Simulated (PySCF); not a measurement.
# Spinor energies of Tl(3+) (thallium, charge +3)

Start: [Xe] 4f14 5d9 6s1; 5d3/2 filled at m_j = -3/2, -1/2, +1/2, +3/2; 5d5/2 filled at m_j = -3/2, -1/2, +1/2, +3/2, +5/2; 6s1/2 filled at m_j = +1/2. Calculated with PySCF 2.14 in x2c-SVPall-2c with one added diffuse shell each of s, p type (8s12p7d2f, 93 functions): generalised Hartree-Fock with the X2C-1e Hamiltonian and a Gaussian nucleus; one run each with spin-orbit coupling (SO) switched off, then screened by Boettger's factors. This is a chosen level, not necessarily the ground level.

```
spinor shell  electrons  ε, spin-free (eV)  ε, screened SO (eV)  weight of nominal j (screened SO)  rms radius, screened SO (bohr)
       1s1/2          2           -86050.9             -86014.6                              1.000                          0.0184
       2s1/2          2           -15511.6             -15500.0                              1.000                          0.0743
       2p1/2          2           -13364.8             -14857.3                              1.000                          0.0628
       2p3/2          4           -13364.8             -12785.5                              1.000                          0.0710
       3s1/2          2            -3805.0              -3801.0                              1.000                           0.189
       3p1/2          2            -3177.5              -3512.0                              1.000                           0.181
       3p3/2          4            -3177.5              -3044.6                              1.000                           0.197
       3d3/2          4            -2515.0              -2572.2                              1.000                           0.174
       3d5/2          6            -2515.0              -2473.3                              1.000                           0.178
       4s1/2          2            -917.45              -916.16                              1.000                           0.416
       4p1/2          2            -708.03              -790.29                              1.000                           0.420
       4p3/2          4            -708.03              -675.01                              1.000                           0.454
       4d3/2          4            -456.59              -468.82                              1.000                           0.468
       4d5/2          6            -456.59              -447.21                              1.000                           0.474
       5s1/2          2            -188.33              -188.09                              1.000                           0.938
       4f5/2          6            -176.84              -178.79                              0.999                           0.512
       4f7/2          8            -176.84              -174.27                              0.999                           0.513
       5p1/2          2            -127.97              -143.78                              0.999                            1.01
       5p3/2          4            -127.97              -121.62                              0.999                            1.09
       5d3/2          4            -56.314              -57.728                              0.950                            1.41
       5d5/2          5            -56.314              -55.167                              0.960                            1.42
       6s1/2          1            -40.364              -40.368                              0.999                            2.34
```

```csv
quantity,spin-free,screened SO
E (hartree),-20226.82412,-20261.54412
M_J,3,3
⟨J²⟩,12.003,12.003
⟨L²⟩,6.002,6.176
⟨S²⟩,2.001,2.178
```

Each row is a mean over spinors that exchange with the open shell spreads, by up to 5.530 eV (5p3/2).

Breit and QED terms are absent; they matter most for the inner s and p1/2 levels.

Densities and radii are taken from the X2C orbitals without a picture-change correction, which distorts them close to the nucleus.

Without spin-orbit coupling the j labels of p, d and f shells carry no meaning; the spin-free column gives the mean over the occupied spinors of each nl shell.
